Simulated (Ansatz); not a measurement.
`FB(Cl)[O][InH2]` + H₂ → `FB[O][InH2]` + HCl at 600 K and 1 bar (hydrogenolysis of a B–Cl bond).

Computed with Ansatz on PBE0-D4/def2-TZVP structures; ΔE is electronic, products minus reactants. CBS: MP2 limit from def2 TZ/QZ plus the TZ coupled-cluster correction, frozen cores. This one scheme is used for every species. Elements past krypton have def2 core potentials. For In outer-core shells are correlated without core-valence functions, which leaves a few kJ/mol of doubt a bond. Each species was taken in one conformer, which may not be the lowest.

```tsv
species	CCSD(T)/CBS energy (Eh)	H − E (kJ/mol)	S (J/(mol·K))
`FB(Cl)[O][InH2]`	-850.71381	120.5	466.6
H₂	-1.17544	43.9	150.8
`FB[O][InH2]`	-391.48685	133.2	404.8
HCl	-460.38127	35.4	207.2
```

H − E and S are ideal-gas, rigid-rotor, harmonic terms from PBE0-D4/def2-TZVP, for one conformer and one mirror image of each species. For small species the MP2-based limit differs from directly extrapolated CCSD(T) by up to some mEh (0.8 for H₂); such offsets cancel only in part. 1 Eh = 2625.50 kJ/mol, R = 8.31446 J/(mol·K).

Problem. By hand: ΔE, ΔH, ΔS and ΔG.

Solution. ΔE = (-391.48685) + (-460.38127) − (-850.71381) − (-1.17544) = 0.02113 Eh = 55.5 kJ/mol. Δ(H − E) = 133.2 + 35.4 − 120.5 − 43.9 = 4.2, so ΔH = 59.7 kJ/mol. ΔS = 404.8 + 207.2 − 466.6 − 150.8 = -5.4 J/(mol·K). ΔG = 59.7 − 600 × (-5.4)/1000 = 62.9 kJ/mol.

Problem. By hand: the equilibrium constant, and the temperature at which ΔG would vanish if ΔH and ΔS stayed fixed.

Solution. log₁₀ K = −ΔG/(RT ln 10) = -5.5. ΔH and −TΔS have one sign here, so there is no such temperature. One of them is within its doubt of zero, so this could turn.

The number of gas molecules stays the same, so ΔS is small and ΔH decides. A doubt of 5 kJ/mol in ΔE shifts log₁₀ K by 0.4 here. Other conformers and mirror images would add mixing entropy, several J/(mol·K) or more a flexible species. Modes under 60 cm⁻¹, often nearly free rotors, make the harmonic entropy too high. These are equilibria of isolated gas molecules and say nothing of rates. Largest T1 diagnostic: 0.016 (customary marks: 0.02 for closed shells, 0.045 for open ones).
